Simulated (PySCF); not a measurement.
The dipole of trimethylchlorosilane, `C[Si](C)(C)Cl` from its density and from atomic charges.

Coordinates (PBE0-D3(BJ)/def2-TZVP, Å) and charges (e) from the PBE0/pcSseg-2 density (PySCF):

```tsv
atom	x	y	z	Mulliken	IAO	Hirshfeld	ESP-fitted
C1	-0.265	1.646	-0.636	-0.2677	-0.7585	-0.2273	-0.7909
Si2	0.172	0.123	0.343	+0.6430	+1.1564	+0.4055	+0.9286
C3	1.414	-0.934	-0.556	-0.2671	-0.7584	-0.2273	-0.7858
C4	-1.345	-0.852	0.805	-0.2675	-0.7584	-0.2273	-0.7899
Cl5	1.064	0.758	2.111	-0.3103	-0.3602	-0.1521	-0.2968
H6	-0.756	1.368	-1.573	+0.0387	+0.1604	+0.0475	+0.2012
H7	-0.945	2.289	-0.073	+0.0593	+0.1665	+0.0477	+0.1889
H8	0.629	2.225	-0.877	+0.0585	+0.1662	+0.0477	+0.1897
H9	1.691	-1.804	0.043	+0.0587	+0.1662	+0.0477	+0.1879
H10	0.999	-1.289	-1.504	+0.0385	+0.1604	+0.0475	+0.2005
H11	2.323	-0.367	-0.773	+0.0593	+0.1663	+0.0476	+0.1876
H12	-1.869	-1.189	-0.094	+0.0386	+0.1604	+0.0475	+0.2017
H13	-2.035	-0.245	1.395	+0.0599	+0.1666	+0.0477	+0.1887
H14	-1.077	-1.732	1.394	+0.0580	+0.1660	+0.0477	+0.1887
```

What dipole does each set of charges give (1 e·Å = 4.803 D), and what does the density give?

The full density gives (-1.00, -0.71, -1.98) D, 2.33 D in size; dipole vectors point from the negative to the positive end.

```csv
scheme,μx,μy,μz,size (D),share of the full size (%),angle to the full dipole (°)
Mulliken,-0.94,-0.67,-1.86,2.19,94,0
IAO,-0.96,-0.68,-1.89,2.23,96,0
Hirshfeld,-0.47,-0.33,-0.92,1.08,46,0
ESP-fitted,-1.04,-0.75,-2.07,2.44,104,0
```

Which set comes closest?

Length of the difference vector: ESP-fitted 0.10 D, IAO 0.10 D, Mulliken 0.14 D, Hirshfeld 1.25 D. Closest: ESP-fitted and IAO. ESP charges are fitted to the potential around the molecule, whose slowest-falling term is the dipole's. 

What is left for the Hirshfeld atoms' own dipoles?

The shares of the density sum to the whole, so what Σ q r misses lies in dipoles about the nuclei. The atomic dipoles sum to (-1.00, -0.71, -1.98) − (-0.47, -0.33, -0.92) = (-0.53, -0.38, -1.06) D, 1.25 D in size.

With the origin at the mean of the coordinates, (0.000, 0.000, 0.000) Å, which are the largest single terms, by size, of the IAO dipole along the direction of the full one?

Cl5 +4.29, Si2 -2.24, H12 +0.96, H6 +0.96, H10 +0.96 D; all 14 atoms together +2.23 D. The single terms depend on the origin, their sum doesn't.

Give the size of the full dipole in other units.

2.33 D = 0.918 au = 0.486 e·Å = 7.78 × 10⁻³⁰ C·m.

Isolated species at its PBE0-D3(BJ)/def2-TZVP geometry, gas phase.
